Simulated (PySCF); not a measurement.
CHN, charge +1, doublet, geometry from GFN2-xTB (a state made from the parent by changing its charge; the spin is typed, not shown lowest), atoms displaced at random by about 0.08 Å a coordinate; B3LYP/STO-3G, gradient in PySCF.

The PySCF input:
```python
from pyscf import gto, scf, dft

mol = gto.Mole()
mol.atom = '''
    C     0.04283399   -0.08262194   -0.45113025
    N     0.03761016   -0.07833833    0.76963030
    H     0.18560525    0.06088579   -1.54043769
'''
mol.basis = 'sto-3g'
mol.charge = 1
mol.spin = 1
mol.verbose = 4
mol.build()

mf = dft.UKS(mol)
mf.xc = 'b3lyp'
mf.grids.level = 5
mf.kernel()
g = mf.nuc_grad_method()
g.grid_response = False
grad = g.kernel()
```

It wrote (shortened):

```
PySCF version 2.14.0

[INPUT] verbose = 4
[INPUT] num. atoms = 3
[INPUT] num. electrons = 13
[INPUT] charge = 1
[INPUT] spin (= nelec alpha-beta = 2S) = 1
[INPUT] symmetry False subgroup None
[INPUT] Mole.unit = angstrom
[INPUT] Symbol           X                Y                Z      unit          X                Y                Z       unit  Magmom
[INPUT]  1 C      0.042833990000  -0.082621940000  -0.451130250000 AA    0.080944509922  -0.156132838480  -0.852512619007 Bohr   0.0
[INPUT]  2 N      0.037610160000  -0.078338330000   0.769630300000 AA    0.071072901901  -0.148037988756   1.454390484167 Bohr   0.0
[INPUT]  3 H      0.185605250000   0.060885790000  -1.540437690000 AA    0.350743089781   0.115057467978  -2.911005346058 Bohr   0.0

nuclear repulsion = 22.6689921763062
number of shells = 7
number of NR pGTOs = 33
number of NR cGTOs = 11
basis = sto-3g
ecp = {}

******** <class 'pyscf.dft.uks.UKS'> ********
method = UKS
initial guess = minao
damping factor = 0
level_shift factor = 0
DIIS = <class 'pyscf.scf.diis.CDIIS'>
diis_start_cycle = 1
diis_space = 8
diis_damp = 0
SCF conv_tol = 1e-09
SCF conv_tol_grad = None
SCF max_cycles = 50
direct_scf = True
direct_scf_tol = 1e-13
number electrons alpha = 7  beta = 6
XC library pyscf.dft.libxc version 7.1.2
    S. Lehtola, C. Steigemann, M. J. T. Oliveira, and M. A. L. Marques,  SoftwareX 7, 1–5 (2018)
XC functionals = b3lyp
    P. J. Stephens, F. J. Devlin, C. F. Chabalowski, and M. J. Frisch,  J. Phys. Chem. 98, 11623 (1994)
radial grids:
    Treutler-Ahlrichs [JCP 102, 346 (1995); DOI:10.1063/1.469408] (M4) radial grids

becke partition: Becke, JCP 88, 2547 (1988); DOI:10.1063/1.454033
pruning grids: <function nwchem_prune>
grids dens level: 5
symmetrized grids: False
atomic radii adjust function: <function treutler_atomic_radii_adjust>
small_rho_cutoff = 0
Set gradient conv threshold to 3.16228e-05
tot grids = 108632
init E= -92.2374830919614

cycle= 1 E= -91.7010499023123  delta_E= 0.536  |g|= 0.251  |ddm|= 1.79
cycle= 2 E= -91.4575510201932  delta_E= 0.243  |g|= 0.714  |ddm|= 1.15
cycle= 3 E= -91.7435221459531  delta_E= -0.286  |g|= 0.0201  |ddm|= 0.851
cycle= 4 E= -91.7441156779634  delta_E= -0.000594  |g|= 0.0128  |ddm|= 0.0651
cycle= 5 E= -91.7443497633121  delta_E= -0.000234  |g|= 0.00526  |ddm|= 0.0316
cycle= 6 E= -91.7445696392482  delta_E= -0.00022  |g|= 0.0034  |ddm|= 0.0552
cycle= 7 E= -91.7447581150878  delta_E= -0.000188  |g|= 0.00251  |ddm|= 0.0751
cycle= 8 E= -91.7448303683278  delta_E= -7.23e-05  |g|= 0.000902  |ddm|= 0.0675
cycle= 9 E= -91.7448329788151  delta_E= -2.61e-06  |g|= 0.000307  |ddm|= 0.00642
cycle= 10 E= -91.7448339834147  delta_E= -1e-06  |g|= 0.000145  |ddm|= 0.00675
cycle= 11 E= -91.7448341408197  delta_E= -1.57e-07  |g|= 3.06e-05  |ddm|= 0.00201
cycle= 12 E= -91.7448341443203  delta_E= -3.5e-09  |g|= 1.1e-05  |ddm|= 0.000407
cycle= 13 E= -91.74483414534  delta_E= -1.02e-09  |g|= 2.67e-06  |ddm|= 0.000333
cycle= 14 E= -91.7448341453787  delta_E= -3.87e-11  |g|= 9.65e-07  |ddm|= 5.17e-05
Extra cycle  E= -91.7448341453763  delta_E= 2.33e-12  |g|= 2.29e-06  |ddm|= 3.67e-06
converged SCF energy = -91.7448341453763  <S^2> = 0.75797664  2S+1 = 2.0079608

******** <class 'pyscf.grad.uks.Gradients'> for <class 'pyscf.dft.uks.UKS'> ********
unit = Eh/Bohr
grid_response = False
--------------- UKS gradients ---------------
         x                y                z
0 C     0.0078230216     0.0090850263     0.0916070723
1 N    -0.0019414086    -0.0030048907    -0.1156470616
2 H    -0.0058813611    -0.0060799575     0.0240396194
----------------------------------------------
```
